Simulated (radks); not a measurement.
Charge is removed step by step from the 3s down level of the iron ion Fe2+, starting from [Ne] 3s(up 1, down 1) 3p6 3d6. All-electron calculation, non-relativistic Kohn-Sham, PBE, spin-polarised, spherical densities, point nucleus; open shells are filled with parallel spins first. Program: a radial shooting solver on a logarithmic mesh with Libxc functionals.

| removed (e) | E - E(0) (eV) | eigenvalue (eV) | E minus straight line (eV) |
|---|---|---|---|
| 0 | 0.000 | -107.51 | 0.000 |
| 0.1 | 10.838 | -109.25 | -0.823 |
| 0.2 | 21.851 | -111.03 | -1.470 |
| 0.3 | 33.044 | -112.83 | -1.938 |
| 0.4 | 44.418 | -114.66 | -2.224 |
| 0.5 | 55.976 | -116.51 | -2.327 |
| 0.6 | 67.721 | -118.39 | -2.243 |
| 0.7 | 79.654 | -120.28 | -1.970 |
| 0.8 | 91.778 | -122.20 | -1.507 |
| 0.9 | 104.10 | -124.14 | -0.851 |
| 1 | 116.61 | -126.09 | 0.000 |

Removing the whole electron costs 116.61 eV by Delta-SCF, against 107.51 eV from minus the eigenvalue at the starting occupation. Slater's transition state (half an electron removed) gives 116.51 eV. Integrating minus the eigenvalue over the occupation (Janak's theorem) gives 116.61 eV. The mean slope of the eigenvalue, de/dn, is 18.6 eV per electron.
